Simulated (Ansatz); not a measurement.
`FC(F)(F)[Si](Cl)(Cl)Cl`. The species carries charge 0 and has multiplicity 1. Geometry: relaxed with PBE0-D4/def2-TZVP.

```xyz
8

F    -1.297    0.533   -1.359
C    -0.303    0.824   -0.510
F    -0.748    1.774    0.323
F     0.699    1.350   -1.225
Si    0.274   -0.743    0.460
Cl    0.916   -2.102   -0.886
Cl    1.767   -0.190    1.698
Cl   -1.307   -1.445    1.499
```

Q: What is the dipole moment at ωB97M-V/def2-TZVPP? (An estimate is asked.)

A: Computed: 1.28 D, with components (0.38, -1.04, 0.64) D in this frame, pointing from negative to positive charge.

Q: And with PBE, r2SCAN, B3LYP? (An estimate is asked.)

A: The calculation gave: PBE 1.04 D, r2SCAN 1.13 D, B3LYP 1.25 D.

Q: Give the Mulliken charges with ωB97M-V, r2SCAN, B3LYP in def2-TZVPP. (Best estimate.)

A: Ansatz gave: 
```tsv
atom	ωB97M-V	r2SCAN	B3LYP
F1	-0.16	-0.16	-0.17
C2	0.35	0.37	0.41
F3	-0.16	-0.16	-0.17
F4	-0.16	-0.16	-0.17
Si5	0.51	0.63	0.59
Cl6	-0.13	-0.17	-0.16
Cl7	-0.13	-0.17	-0.16
Cl8	-0.13	-0.17	-0.16
```

B3LYP here is the variant with VWN-RPA as its local correlation; programs differ in this.
